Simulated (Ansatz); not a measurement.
A run for Ansatz (a first-principles code): R-BHLYP/def2-TZVPPD on HF (SMILES F). Files ending in .json are basis or fitting sets from the Basis Set Exchange.

Ansatz 0.2 input:
```yaml
crystal:
  periodic: [false, false, false]
  atoms:
    - {symbol: F, position_ang: [0.06905009, 0.09156726, -0.12665757]}
    - {symbol: H, position_ang: [0.10900559, 0.08216204, 0.79901166]}
basis:
  gaussian:
    orbitals: def2-TZVPPD.json
hamiltonian:
  xc: {name: BHLYP}
scf: {lower_state_search: off}
```

It printed:

```
WARN ansatz: RAYON_NUM_THREADS=2 ignored (pool sized by the plan → 2); use --threads N
Functional definition: BHLYP
these checks for a lower state are left out or cut short: stability, starts, cluster_reference, orbital_swaps, neighbouring_geometries, increment
integrals: 0.00 GiB planned
278 factors; their error is unknown
mean field: 0.09 GiB planned
mean field evaluation 1: about -2732.1821 eV, gradient 3.0e1 eV
mean field evaluation 2: about -2731.8476 eV, gradient 3.6e1 eV
mean field evaluation 4: about -2733.4554 eV, gradient 1.8e-1 eV
mean field evaluation 8: about -2733.4758 eV, gradient 1.0e-3 eV
mean field -2733.47582890 eV, -100.4533838957 hartree, gradient 3.0e-6 eV, S^2 0.000000; 0 other end points of the search recorded, 0 dependent functions left out
reference -2733.47594218 eV, -100.4533880586 hartree; 5, 5 occupied and 52, 52 virtual orbitals, 278 factors
Total energy: -2733.47594218 eV, -100.4533880586 hartree
Checks for a lower state left out: stability, starts, cluster_reference, orbital_swaps, neighbouring_geometries, increment
```

The run converged.

Cost: very roughly 0.10 core-seconds.
